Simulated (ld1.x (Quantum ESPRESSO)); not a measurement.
## What one change does to a pseudopotential (Se, PAW)

selenium, PAW, made with ld1.x (Quantum ESPRESSO) 7.5 (PBE, scalar-relativistic). Core [Ar], reference 3d10 4s1.75 4p4.25. Waves: 4s (bound): rcut 1.15, rcutus 1.55 bohr; 4s channel at 0.1 Ry: rcut 1.15, rcutus 1.55 bohr; 4p (bound): rcut 1.95, rcutus 2.10 bohr; 4p channel at 0.35 Ry: rcut 1.95, rcutus 2.10 bohr; 3d (bound): rcut 0.45, rcutus 0.60 bohr; 3d channel at -3.1 Ry: rcut 0.45, rcutus 0.60 bohr. Local part: all-electron potential smoothed inside 1.60 bohr (lloc = -2). Core correction: Bessel-smoothed model core inside 0.30 bohr. Augmentation charge: BESSEL, radius 0.50 bohr.

Change: functional PBEsol.

Cutoffs: the cutoffs (Ry, on a coarse ladder) from which the occupation-weighted sum of valence levels, in a spherical-Bessel basis at the reference potential, stays within 10 and 1 mRy of its value at 400 Ry; they do not see the model core or the augmentation charge, which bear on the density cutoff. Errors are all-electron minus pseudo energies relative to the spin-unpolarised reference configuration.

Q: What does the change do?

A: The errors of the 7 common tests hardly move; neither file shows a bound ghost.

```tsv
quantity	base	changed
cutoff, loose	over 300 Ry	over 300 Ry
cutoff, tight	over 300 Ry	over 300 Ry
bound ghosts	none	none
error for 3d10 4s2 4p4, meV [ΔE -2.70 eV]	+0.3	+0.3
error for 3d10 4s2 4p3, meV [ΔE 8.14 eV]	-1.0	-1.0
error for 3d10 4s2 4p2, meV [ΔE 28.49 → 28.51 eV]	-2.8	-2.8
error for 3d9 4s2 4p5, meV [ΔE 48.97 eV]	-244	-232
error for 3d10 4s2 4p0, meV [ΔE 101.54 → 101.63 eV]	-6.6	-7.5
error for 3d9 4s2 4p4, meV [ΔE 61.39 eV]	-278	-268
error for 3d10 4s2 4p1, meV [ΔE 59.36 → 59.42 eV]	-4.6	-4.9
s: phases at 2.29 bohr within 0.05 rad from the reference energy up to (Ry; the scan ends near 5)	to the end of the scan	to the end of the scan
p: phases at 2.29 bohr within 0.05 rad from the reference energy up to (Ry; the scan ends near 5)	4.5	4.5
d: phases at 2.29 bohr within 0.05 rad from the reference energy up to (Ry; the scan ends near 5)	to the end of the scan	to the end of the scan
lowest overlap eigenvalue by channel	s 0.43, p 0.72, d 1.00	s 0.43, p 0.72, d 1.00
```
